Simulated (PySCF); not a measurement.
**Which determinant of HgO lies lowest?**

Unrestricted PBE0; Hg def2-SVP with ECP60, O def2-SVP; scalar-relativistic core potentials (PySCF 2.14). Outer shells of the fragments: Hg 5d10 6s2; O 2s2 2p4.

Followed along the bond (rough minima from three points):

| 2Ms+1 | unpaired | ⟨S²⟩ at the start | R at minimum (Å) | Te (eV) |
| --- | --- | --- | --- | --- |
| 3 | σ ↑, π ↑ | 2.01 | 2.29 | 0.00 |
| 1 | σ ↓, π ↑ | 1.01 | 2.17 | 0.43 |
| 1 | none | 0.00 | 1.91 | 0.62 |

Solutions found at the starting distance of 1.975 Å, counted from the lowest of them; the search is not exhaustive and high or unbound solutions are not listed, so other states can lie among these:

```tsv
2Ms+1	unpaired	term	E (eV)	⟨S²⟩	⟨Lz²⟩	μ (D)
3	σ ↑, π ↑	³Π	0.00	2.01	1.01	-1.46
1	σ ↓, π ↑	mixed	0.33	1.01	1.01	-1.71
1	none	¹Σ⁺	0.40	0.00	0.00	-4.49
3	π ↑↑	³Σ⁻	2.20	2.01	0.00	2.33
3	σ ↑↑	³Σ⁺	2.53	2.00	0.00	-3.48
1	π ↑↓	mixed	2.88	1.00	2.01	2.13
1	none	mixed	4.70	0.00	2.00	1.55
3	π ↑↑	mixed	4.94	2.00	2.01	-2.19
1	π ↑↓	mixed	5.00	1.15	2.01	-1.85
3	π ↑↑	mixed	5.09	2.00	2.01	-2.16
```

A term symbol is given only where ⟨S²⟩ and ⟨Lz²⟩ are close to those of a pure state; real π, δ and φ orbitals otherwise mix terms. A positive dipole means Hg(−)O(+).

Problem. Compare the gap between the two lowest followed solutions at the starting distance with the gap between their minima.

Solution. At PBE0 the second solution (Ms = 0 of mixed spin, unpaired electrons σ ↓, π ↑) lies +0.33 eV from the first (triplet, unpaired electrons σ ↑, π ↑) at 1.975 Å and +0.43 eV at the minima; the two curves relax by different amounts, since their minima lie near 2.17 and 2.29 Å.

Spin–orbit coupling is left out. Counting both spins, an empty level lies below a filled one in some of these solutions, because spin and occupation are held.
